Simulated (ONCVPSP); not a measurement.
Reading a pseudo-wave (Ta)

Columns: radius, all-electron u(r) and pseudo u(r) of the 5s shell (level -71.38 eV) of tantalum in the configuration [Kr] 4d10 4f14 5s2 5p6 5d4 6s1; PW91, scalar-relativistic, ONCV scheme, ONCVPSP 4.0.1.

| r (bohr) | all-electron | pseudo |
| --- | --- | --- |
| 0.103 | 0.1540 | 0.1162 |
| 0.205 | 0.1933 | 0.2370 |
| 0.308 | -0.4921 | 0.3678 |
| 0.410 | -0.5541 | 0.5049 |
| 0.513 | -0.1463 | 0.6450 |
| 0.615 | 0.3512 | 0.7758 |
| 0.718 | 0.7528 | 0.8884 |
| 0.820 | 1.0002 | 0.9701 |
| 0.923 | 1.1143 | 1.0154 |
| 1.025 | 1.1268 | 1.0208 |
| 1.128 | 1.0732 | 0.9886 |
| 1.230 | 0.9824 | 0.9261 |
| 1.332 | 0.8740 | 0.8420 |
| 1.435 | 0.7603 | 0.7450 |
| 1.538 | 0.6507 | 0.6448 |
| 1.640 | 0.5509 | 0.5492 |
| 1.743 | 0.4610 | 0.4607 |
| 1.845 | 0.3835 | 0.3834 |
| 1.948 | 0.3164 | 0.3163 |
| 2.050 | 0.2602 | 0.2601 |
| 2.153 | 0.2126 | 0.2125 |
| 2.255 | 0.1735 | 0.1734 |
| 2.358 | 0.1408 | 0.1408 |
| 2.460 | 0.1143 | 0.1142 |
| 2.562 | 0.0925 | 0.0925 |
| 2.665 | 0.0746 | 0.0746 |

Task: How many radial nodes do the two functions have?

Result: The all-electron 5s function has n − l − 1 = 4 (the table is too coarse to show those close to the nucleus); the pseudo-wave has 0, since the states of the same l below it are removed with the core.

Task: At about which radius was the pseudo-wave matched?

Result: 1.90 bohr. The columns agree to 0.0005 from 1.74 bohr on; several derivatives are matched, so the curves merge somewhat inside the radius.

Task: Where does each function peak?

Result: Outermost all-electron maximum near 1.02 bohr, pseudo maximum near 1.02 bohr (to the table’s step).

Task: Is the pseudo-wave norm-conserving?

Result: Yes: the ONCV scheme keeps the norm inside the radius equal to the all-electron one, which fixes the energy derivative of the logarithmic derivative at the level.
